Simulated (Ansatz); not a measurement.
Ansatz results at the PBE0-D4/def2-TZVP geometry: HOMO–LUMO gap (B3LYP/def2-TZVPP) 6.73 eV; LUMO energy (B3LYP/def2-TZVPP) -0.40 eV; size of the dipole moment (B3LYP/def2-TZVPP) 2.04 D.

Each molecule was computed in one conformer, which needn't be the lowest.

**Question.** Which molecule gave them?
A. `N[SiH2][CH2][GeH2][NH2]`
B. `O[Si@H](F)[Si@H](O)F`
C. `CO[SiH2][S][GeH3]`
D. `O[SiH](O)N[SiH2]F`

**Answer.** C. The others give `O[Si@H](F)[Si@H](O)F`: 6.93, -0.94, 1.92; `O[SiH](O)N[SiH2]F`: 8.16, 0.07, 2.35; `N[SiH2][CH2][GeH2][NH2]`: 7.00, 0.18, 1.19.

B3LYP here is the variant with VWN-RPA as its local correlation; programs differ in this.
